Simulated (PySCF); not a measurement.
CH3BrMg, SMILES [CH3][Mg][Br]. Atoms are numbered in the order given.

```xyz
6

Mg     0.0000     0.0000     1.1124
Br     0.0000     0.0000    -1.2332
C      0.0000     0.0000     3.1799
H     -0.8821    -0.5093     3.5783
H      0.0000     1.0186     3.5783
H      0.8821    -0.5093     3.5783
```
Charge 0, spin multiplicity 1.

Geometry optimised at PBE0-D3(BJ)/def2-TZVP.

Computed with PySCF with B3LYP/def2-TZVPD.

Mulliken values depend strongly on the basis, most of all with diffuse functions as here. ESP charges are fitted to the potential on shells at 1.4 to 2.0 van der Waals radii. Atomic charges (e):

```csv
atom,ESP fit,Mulliken,meta-Löwdin
Mg1,___,0.62,1.32
Br2,___,-0.38,-0.76
C3,___,-0.96,-0.88
H4,___,0.24,0.11
H5,___,0.24,0.11
H6,___,0.24,0.11
```

Question: Fill in the missing entries. (The exact figures need the calculation; the answer reports its results.)

Answer: 
- Mg1, ESP fit: 0.74
- Br2, ESP fit: -0.43
- C3, ESP fit: -0.59
- H4, ESP fit: 0.09
- H5, ESP fit: 0.09
- H6, ESP fit: 0.09
